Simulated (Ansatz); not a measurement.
The first iterations of a band of F2H2O2Si + H2S (10 atoms, charge 0, multiplicity 1).

All numbers below come from RKS revPBE/def2-SVP (Ansatz).

- movable images: 5
- climbing image: yes
- spring: 5.0 eV/Å²
- optimiser: quadratic models (default)
- start path: through a guess of the saddle point
- force threshold: 0.03 eV/Å
- iteration limit: 60
- end points: relaxed

First end point:

```xyz
10
Properties=species:S:1:pos:R:3
Si -0.205 -0.463 -0.012
O -0.421 -0.158 1.599
H -1.286 0.219 1.836
O 1.394 -0.220 -0.351
H 1.743 -0.744 -1.092
F -1.187 0.495 -0.890
F -0.619 -1.987 -0.412
S 2.131 2.610 2.119
H 2.525 1.917 1.016
H 1.336 1.573 2.504
```

Last end point:

```xyz
10
Properties=species:S:1:pos:R:3
Si 0.182 0.519 -0.601
O 0.831 -0.618 2.558
H -0.077 -0.874 2.811
O 1.057 -0.798 -0.162
H 1.073 -0.915 0.831
F 0.446 0.776 -2.184
F -1.427 0.321 -0.408
S 0.599 2.287 0.574
H 1.944 2.183 0.375
H 0.784 0.362 2.523
```

| iteration | highest image above the first end (eV) | largest band force component (eV/Å) |
| --- | --- | --- |
| 1 | 8.909 | 24.079 |
| 2 | 3.122 | 7.192 |
| 3 | 1.503 | 3.258 |
| 4 | 1.472 | 0.969 |
| 5 | 1.389 | 0.798 |
| 6 | 1.354 | 0.580 |
| 7 | 1.338 | 0.490 |

**Question.** Does the band converge within its limit, and where does its top end?

**Answer.** The forces met the threshold. It ended after 23 iterations with the highest image 1.074 eV above the first end. A vibrational analysis at the climbing image gives one clearly imaginary mode, 699i cm⁻¹: a first-order saddle point. The orbitals stay closed-shell, which can raise the energy where a bond breaks towards radicals; this wasn't checked here.

The run took 98 s on 4 threads of AMD EPYC 7R13 Processor (Zen 3), with other jobs on the host, peak memory 0.18 GiB.
